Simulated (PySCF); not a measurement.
Question: Give a GFN2-xTB geometry of TMS, `C[Si](C)(C)C`.

Answer: 
```xyz
17
C4H12Si angstrom
C     -0.407   -1.213   -1.419
Si    -0.001   -0.001   -0.002
C      0.008    1.786   -0.675
C     -1.320   -0.155    1.370
C      1.716   -0.416    0.722
H     -1.380   -1.004   -1.853
H     -0.419   -2.242   -1.070
H      0.327   -1.148   -2.217
H      0.242    2.502    0.106
H     -0.958    2.058   -1.089
H      0.746    1.908   -1.462
H     -2.312    0.075    0.994
H     -1.351   -1.160    1.779
H     -1.117    0.526    2.192
H      1.746   -1.426    1.117
H      2.493   -0.337   -0.033
H      1.977    0.259    1.531
```

Any rigid rotation of these coordinates is as good. Atoms count from 1 in this order. All 4 C–Si bonds measure 1.909 Å. Si2 (four-coordinate silicon) is tetrahedral (angles from 109.4° to 109.6°).

Bonds between heavy atoms (Å): C1–Si2 1.909, Si2–C3 1.909, Si2–C4 1.909, Si2–C5 1.909.

Structure optimised with GFN2-xTB, isolated species.

Point group: Td (every atom within 0.08 Å of its image). GFN2-xTB frequencies: not computed here.
